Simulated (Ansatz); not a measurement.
Frontier orbitals of CH₅BOZn.

Cartesian coordinates in Å:
```
B -0.7106 0.0964 -0.7221
C 0.7828 -0.3596 -0.7633
O 1.5067 -0.4116 0.2545
Zn 0.2742 0.1931 1.6934
H -0.8776 1.0967 -1.3816
H -1.0281 0.3897 0.4867
H -1.4468 -0.7974 -1.0720
H 1.2827 -0.6628 -1.7005
H 0.2166 0.4555 3.2048
```

Charge 0, multiplicity 1. For Zn the d shell is correlated and the shells below it are frozen. Scalar relativity is left out up to krypton. The bonds changed during the relaxation, so this is another structure than the one it started from. Geometry: relaxed with PBE0-D4/def2-TZVP. It is one conformer, not always the lowest. Basis def2-TZVPP, Ansatz.

Orbital energies of one run (eV). Highest occupied ones, from the top: -10.94, -11.49, -11.80, -13.25, -14.60, -15.31, -16.62, -17.45, -17.51, -17.60, -17.75, -17.80, -19.42, -21.76. Empty: 0.62, 1.32, 1.93, 1.99, 3.33, 3.54.

(1) Which functional gave them?
A. HSE06 (plane-wave form)
B. LC-ωPBE
C. CAM-B3LYP
D. PBE0

Results:

(1) B. HOMO energies: LC-ωPBE -10.94, CAM-B3LYP -9.60, PBE0 -8.10, HSE06 -7.70 eV.

LC-ωPBE has ω = 0.4 bohr⁻¹.
